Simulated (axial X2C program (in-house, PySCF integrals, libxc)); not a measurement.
## Curves of ClVCl⁺ from open-shell CI on d2 s0 p(π)0

Calculated with an in-house all-electron X2C program for linear molecules (integrals from PySCF): two-component X2C with atomic mean-field Coulomb and Gaunt terms, basis Cl dyall-v3z, V dyall-v3z (cores contracted in-house). Orbitals come from Hartree–Fock averaged over the configuration V d2 s0 p(π)0; CI then distributes these electrons over the d, s, p(π) shells of V.

Scan along the symmetric stretch (R is each bond); masses Cl 34.969 u, V 50.944 u, Cl 34.969 u. Energies in cm⁻¹ from the lowest point; levels are followed by energy order within each Ω. Lowest level at 2.157 Å: 100% d2.

| R (Å) | (1)Ω=0 | (1)Ω=1 | (1)Ω=2 | (1)Ω=3 | (1)Ω=4 | (2)Ω=1 | (2)Ω=2 | (2)Ω=0 | (3)Ω=0 |
| --- | --- | --- | --- | --- | --- | --- | --- | --- | --- |
| 2.006 | 4095 | 4109 | 5942 | 6275 | 6605 | 8153 | 8326 | 9718 | 9722 |
| 2.082 | 645 | 661 | 1667 | 2001 | 2331 | 4790 | 4959 | 5419 | 5426 |
| 2.157 | 0 | 18 | 351 | 684 | 1014 | 3938 | 4030 | 4056 | 4066 |
| 2.243 | 1712 | 1733 | 1450 | 1781 | 2110 | 5072 | 5120 | 5082 | 5097 |
| 2.330 | 5322 | 5345 | 4583 | 4913 | 5240 | 8158 | 8202 | 8145 | 8166 |
| 2.427 | 10817 | 10843 | 9690 | 10017 | 10341 | 13183 | 13228 | 13156 | 13185 |
| 2.545 | 18744 | 18775 | 17304 | 17627 | 17947 | 20701 | 20746 | 20658 | 20698 |

Task: Fit the curves (1)Ω=0, (1)Ω=1, (1)Ω=2, (1)Ω=3, (1)Ω=4, (2)Ω=0, (3)Ω=0 near their minima.

Result: From the open-shell CI curves, Te from the lowest:

```tsv
level	Te (cm⁻¹)	Re (Å)	ωe (cm⁻¹)
(1)Ω=0	0	2.140	429.5
(1)Ω=1	17	2.140	429.6
(1)Ω=2	400	2.162	423.6
(1)Ω=3	733	2.162	423.6
(1)Ω=4	1063	2.162	423.5
(2)Ω=0	4098	2.164	421.4
(3)Ω=0	4109	2.164	421.6
```

Without dynamic correlation distances can be off by several hundredths of an Å (long for ionic bonds, short for multiple bonds) and the wavenumbers are rough.

The 9 lowest curves are shown; the next is (3)Ω=1, from 4229 cm⁻¹.

There is no dynamic correlation: spin–orbit spacings and, for f shells, spacings inside one term are the most reliable numbers, splittings between terms come out too wide, and energies between configurations are not reliable, so the lowest level need not be the ground state of the molecule. For d shells the ligand-field splittings (σ, π, δ) and their order can be off by a thousand cm⁻¹ or more. At most 6 roots were kept for each Ω > 0 (twice that for Ω = 0) within 3.2 eV of the lowest, so higher up levels can be missing between those listed; levels with Ω > 0 are doubly degenerate and listed once, Ω = 0 levels singly. Some active spinors are only partly of the character that their shell is named for, so the shell names and counts are nominal. States that fill the shells left empty in the average are placed too high. The molecule was held linear; bending was not examined.
